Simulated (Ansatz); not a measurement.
Consider the ligand exchange at the Sn–Cl bond: `[SH][Sn][Cl]` + H–F → `[F][Sn][SH]` + HCl.

Gas-phase electronic energies from Ansatz, PBE0-D4/def2-TZVP geometries. CCSD(T)/CBS is the MP2 limit (def2-TZVPP, def2-QZVPP) plus CCSD(T) − MP2 in def2-TZVPP, frozen cores. This one scheme is used for every species. Functionals use def2-TZVPP. Elements past krypton have def2 core potentials. For Sn outer-core shells are correlated without core-valence functions, which leaves a few kJ/mol of doubt a bond. One conformer a species, not always the lowest.

| species | CAM-B3LYP energy (Eh) |
| --- | --- |
| `[SH][Sn][Cl]` | -1073.42438 |
| H–F | -100.46747 |
| `[F][Sn][SH]` | -713.05246 |
| HCl | -460.83220 |

(1) Work out ΔE.

Largest T1 diagnostic among the species: 0.016.

Answers

(1) ΔE = (-713.05246) + (-460.83220) − (-1073.42438) − (-100.46747) = 0.00719 Eh = +18.9 kJ/mol. CCSD(T)/CBS gives +33.6 kJ/mol.

From r2SCAN to r2SCAN0 (25 % exact exchange), in def2-TZVPP and without D4, ΔE moves by +7.2 kJ/mol. At CCSD(T), def2-SVP lies −9.7 kJ/mol from the extrapolated value and def2-TZVPP −2.2 kJ/mol. The D4 term adds +5.6 kJ/mol with B3LYP and +2.9 kJ/mol with PBE0; it sums over pairs of atoms, weighted by their polarisabilities, and B3LYP, whose exchange is more repulsive, gets the larger term.

B3LYP here is the variant with VWN-RPA as its local correlation; programs differ in this.
